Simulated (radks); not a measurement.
Results of a calculation; reference values are marked as such.
Problem. Excited configurations of Sc2+: one electron is placed in a higher orbital outside [Ar]. The ground configuration is [Ar] 3d1. Level of theory: scalar-relativistic Kohn-Sham, PBE, spin-polarised, spherical densities, point nucleus; open shells are filled with parallel spins first (a radial shooting solver on a logarithmic mesh with Libxc functionals). Excitation = E - E(ground); binding = E(ion) - E, where the ion is the core of charge +3; n* = 3/sqrt(2 binding) in atomic units, and the quantum defect is n - n*.

| outer orbital | excitation (eV) | binding (eV) | n* | quantum defect | eigenvalue (eV) | <r> (bohr) |
|---|---|---|---|---|---|---|
| 4s | 3.283 | 21.808 | 2.370 | 1.630 | -18.482 | 2.935 |
| 4p | 7.756 | 17.335 | 2.658 | 1.342 | -14.547 | 3.386 |
| 4d | 13.633 | 11.458 | 3.269 | 0.731 | -9.508 | 4.544 |
| 5p | 15.664 | 9.427 | 3.604 | 1.396 | -8.072 | 6.459 |
| 5f | 19.764 | 5.327 | 4.795 | 0.205 | -4.453 | 9.814 |
| 6p | 19.173 | 5.918 | 4.549 | 1.451 | -5.140 | 10.45 |
| 6f | 21.307 | 3.784 | 5.689 | 0.311 | -3.237 | 14.81 |
| 7d | 21.743 | 3.348 | 6.048 | 0.952 | -2.923 | 18.14 |
| 7f | 22.278 | 2.813 | 6.598 | 0.402 | -2.443 | 20.75 |

Estimate the row for 6s.

Solution. excitation (eV) 18.379; binding (eV) 6.712; n* 4.271; quantum defect 1.729; eigenvalue (eV) -5.854; <r> (bohr) 9.459. The Delta-SCF ionisation energy is 25.091 eV (NIST Atomic Spectra Database: 24.757 eV, measured). Self-interaction in the functional shifts the binding energies and quantum defects, so they are the method's values and not measured ones. Open shells are spherical and high-spin; term and fine-structure splittings are not resolved.
